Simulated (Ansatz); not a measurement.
V₆O₂₀H₁₀⁻. Total charge -1; doublet. Geometry PBE-D4/def2-SVP, that of the neutral singlet.

```xyz
36

V    -1.2085    0.0868    1.5880
V    -0.1058    3.0604   -0.6398
V     0.5467    1.1478   -2.5038
V    -2.8313   -1.0261   -0.1221
V     1.3657   -3.1970    0.4876
V     1.8839    1.2948    1.1741
O    -0.1569   -3.9977    0.2773
O     2.6910   -4.3468    0.3670
O     1.3921   -2.4613    2.0594
O     1.4418   -2.0690   -0.6866
O    -4.1623   -1.4860    0.9373
O    -2.8652    0.5130   -0.9086
O    -2.2006    1.4391    2.2029
O     0.9826    1.5966   -4.1508
O     0.1335    0.6527    0.6871
O     0.5403   -0.5109   -2.2923
O    -1.8002   -2.1575   -0.6094
O     1.4969    1.9421   -1.3704
O     3.0896    0.2976    0.3406
O     2.0324    0.9775    2.7028
O    -0.8505   -1.0782    2.6209
O     2.5040    3.0149    0.8652
O    -1.4938    3.3124    0.3829
O     0.1248    4.4230   -1.3662
O    -0.9298    1.8985   -1.9768
O     1.0932    3.1000    0.9479
H    -0.8761   -3.4313   -0.1523
H     3.3980   -4.2360   -0.2990
H     0.6397   -1.9160    2.4303
H    -4.2554   -2.3730    1.3363
H    -2.2023    1.0445   -1.4580
H    -2.5977    1.5455    3.0875
H     0.9566    0.9460   -4.8788
H    -1.8652    2.6851    1.0709
H     0.9430   -1.2318   -1.5421
H     3.1460    0.5400   -0.6090
```

Single mean-field runs in def2-SVP are fitted with def2-universal-jkfit. The structure holds one bond between oxygen atoms, so isomers without such links may lie far lower. At LDA (SPW92)/def2-SVP, PBE-D4/def2-SVP the gap within one spin of the charge -1 doublet nearly closes, so an electron or hole may be smeared out by delocalisation error.

(1) Estimate the α-spin orbital energies around the gap (eV) in Ansatz with LDA (SPW92)/def2-SVP, PBE-D4/def2-SVP, PBE0-D4/def2-SVP.

Results:

(1) 
```tsv
orbital	LDA (SPW92)/def2-SVP	PBE-D4/def2-SVP	PBE0-D4/def2-SVP
HOMO−5	-4.29	-4.08	-5.67
HOMO−4	-4.25	-4.03	-5.63
HOMO−3	-3.76	-3.52	-5.00
HOMO−2	-2.83	-2.61	-4.57
HOMO−1	-2.52	-2.33	-3.04
HOMO	-0.86	-0.66	-1.89
LUMO	-0.81	-0.61	-0.67
LUMO+1	-0.66	-0.47	-0.47
LUMO+2	-0.57	-0.37	-0.37
LUMO+3	-0.52	-0.30	0.09
LUMO+4	-0.49	-0.27	0.18
LUMO+5	-0.37	-0.15	0.35
β HOMO	-2.42	-2.25	-3.09
β LUMO	-0.64	-0.36	-0.66
```
